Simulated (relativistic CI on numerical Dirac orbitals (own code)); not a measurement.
# Energy levels of Cr V

Method of calculation: Dirac-Coulomb-Breit CI, orbitals from a KLI potential per configuration, QED by a radiative potential, valence Slater integrals scaled by 0.85, configuration energies shifted to the measured levels that pair with them (semi-empirical) (own radial code, finite nucleus).

CI space (outside the closed core [Ne]): 3s²3p⁶3d², 3s²3p⁶3d4s, 3s²3p⁶3d4p, 3s²3p⁶3d4d, 3s²3p⁶3d5s, 3s²3p⁵3d³, 3s²3p⁴3d⁴, 3s²3p⁶3d4f, 3s²3p⁶3d5p, 3s²3p⁶4s², 3s3p⁶3d³, 3s²3p⁶3d5d, 3s²3p⁶4s4p, 3s²3p⁶3d5f, 3s²3p⁶3d5g, 3s²3p⁶4p², 3s²3p⁶4s4d, 3s²3p⁵3d²4s, 3s²3p⁶4p4d, 3s²3p⁵3d²4p, 3p⁶3d⁴. Levels of other configurations are missing.

The lowest level is 3s²3p⁶3d² ³F2, with 98 % of that term; Hund's rules for 3s²3p⁶3d² give ³F with J = 2, in agreement.

```
No.  Configuration  Term  J   E (eV)    %  Next component (%)  Lifetime (s)
  1      3s²3p⁶3d²    ³F  2   0.0000   98      2 3s²3p⁴3d⁴ ³F              
  2      3s²3p⁶3d²    ³F  3   0.0605   98      2 3s²3p⁴3d⁴ ³F      3.36e+02
  3      3s²3p⁶3d²    ³F  4   0.1359   98      2 3s²3p⁴3d⁴ ³F      2.20e+02
  4      3s²3p⁶3d²    ¹D  2   1.5019   95                3 ³P      6.89e+00
  5      3s²3p⁶3d²    ³P  0   1.7826   98      2 3s²3p⁴3d⁴ ³P      2.17e+01
  6      3s²3p⁶3d²    ³P  1   1.8045   98      2 3s²3p⁴3d⁴ ³P      1.89e+01
  7      3s²3p⁶3d²    ³P  2   1.8477   95                3 ¹D      1.49e+01
  8      3s²3p⁶3d²    ¹G  4   2.6709   98      2 3s²3p⁴3d⁴ ¹G      8.29e+00
  9      3s²3p⁶3d²    ¹S  0   5.6217   97      2 3s²3p⁴3d⁴ ¹S      1.06e-01
 10     3s²3p⁶3d4s    ³D  1  20.7278   99    1 3s²3p⁵3d²4p ³D      4.61e-05
 11     3s²3p⁶3d4s    ³D  2  20.7657   98                1 ¹D      4.60e-05
 12     3s²3p⁶3d4s    ³D  3  20.8369   99    1 3s²3p⁵3d²4p ³D      4.59e-05
 13     3s²3p⁶3d4s    ¹D  2  21.2913   98                1 ³D      4.03e-05
 14     3s²3p⁶3d4p   ¹D°  2  28.0889   94               4 ³F°      2.63e-10
 15     3s²3p⁶3d4p   ³D°  1  28.2682   99               1 ¹P°      1.35e-10
 16     3s²3p⁶3d4p   ³D°  2  28.3280   96               2 ³F°      1.37e-10
 17     3s²3p⁶3d4p   ³D°  3  28.4040   96               4 ³F°      1.37e-10
 18     3s²3p⁶3d4p   ³F°  2  28.5035   94               3 ¹D°      3.21e-10
 19     3s²3p⁶3d4p   ³F°  3  28.5934   96               4 ³D°      3.16e-10
 20     3s²3p⁶3d4p   ³F°  4  28.7238  100                          3.31e-10
 21     3s²3p⁶3d4p   ³P°  1  29.0888   97               2 ¹P°      1.81e-10
 22     3s²3p⁶3d4p   ³P°  0  29.0953  100                          1.81e-10
 23     3s²3p⁶3d4p   ³P°  2  29.1168   99               1 ¹D°      1.82e-10
 24     3s²3p⁶3d4p   ¹F°  3  29.4594   99                          1.14e-10
 25     3s²3p⁶3d4p   ¹P°  1  29.6866   97               2 ³P°      1.61e-10
 26     3s²3p⁶3d4d    ¹F  3  39.2627   96                3 ³D      3.18e-10
 27     3s²3p⁶3d4d    ³D  1  39.3919   93                7 ¹P      3.13e-10
 28     3s²3p⁶3d4d    ³D  2  39.4300   99                          3.14e-10
 29     3s²3p⁶3d4d    ³D  3  39.4756   96                3 ¹F      3.17e-10
 30     3s²3p⁶3d4d    ³G  3  39.5529   98                1 ¹F      2.97e-10
```

Energies count from the lowest computed level; ° marks odd parity; lifetimes are radiative, by E1, M1, E2 decay to levels of this space only.

The mean weight of the leading LS term, summed over parents, in these 30 levels is 97 %, and that of the leading jj configuration (from the same eigenvectors) 68 %, so LS coupling describes them better.

Configurations whose levels could be paired with our table of measured levels were shifted onto them, all but the ground configuration, by the median error of their levels; single terms can still be off by 1,000 to 2,000 cm⁻¹ or more, and rates follow the energies as ν³ (E1, M1) or ν⁵ (E2). The others borrow a shift and can be off by several thousand cm⁻¹ or more. 45 of the 45 excited levels that our extract of the measured tables holds in this range could be paired (the sources list more); they are missed by 361 cm⁻¹ on average and 5804 at most, after the shifts were fitted to these levels, and levels without a partner can miss by more.

Landé's interval rule says that E(J) − E(J−1) = AJ with one A. For the ground term the intervals give A = 162.6, 152.0 cm⁻¹ for J = 3, 4; the multiplet is regular.
